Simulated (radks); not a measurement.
Values are calculated unless marked as measured or tabulated.
Effect of the nuclear size on the gold ion Au+, [Xe] 4f14 5d10. Code: a radial shooting solver on a logarithmic mesh with Libxc functionals. Model: Dirac Kohn-Sham, LDA (Slater exchange, Perdew-Wang correlation), spin-unpolarised, spherical densities, finite nucleus; Fermi nuclear charge, rms radius 5.4371 fm. The rms radius is varied about that value; shifts are against it.

rms radius (fm),total energy shift (eV),density at nucleus (e/bohr^3),1s1/2 shift (meV),2s1/2 shift (meV),5s1/2 shift (meV),5p1/2 shift (meV),5d5/2 shift (meV),6s1/2 (empty) shift (meV),6p1/2 (empty) shift (meV)
4.714,-24.1,2.26e+06,-9670,-1430,-16.6,-0.462,0.066,-1.78,-0.097
5.1217,-10.8,2.186e+06,-4320,-638,-7.41,-0.207,0.030,-0.795,-0.044
5.4371,0,2.134e+06,0.000,0.000,0.000,0.000,0.000,0.000,0.000
5.7796,12.1,2.083e+06,4860,718,8.34,0.234,-0.033,0.895,0.049
6.7257,47.9,1.96e+06,19200,2840,32.9,0.926,-0.132,3.53,0.194

Slopes of the eigenvalues against <r^2> in GHz/fm^2, as finite differences over the two radii next to the reference (eigenvalue slopes, not the field-shift constants of lines): 1s1/2 310000, 2s1/2 45700, 5s1/2 531, 5p1/2 14.8, 5d5/2 -2.12, 6s1/2 (empty) 57.0, 6p1/2 (empty) 3.12.
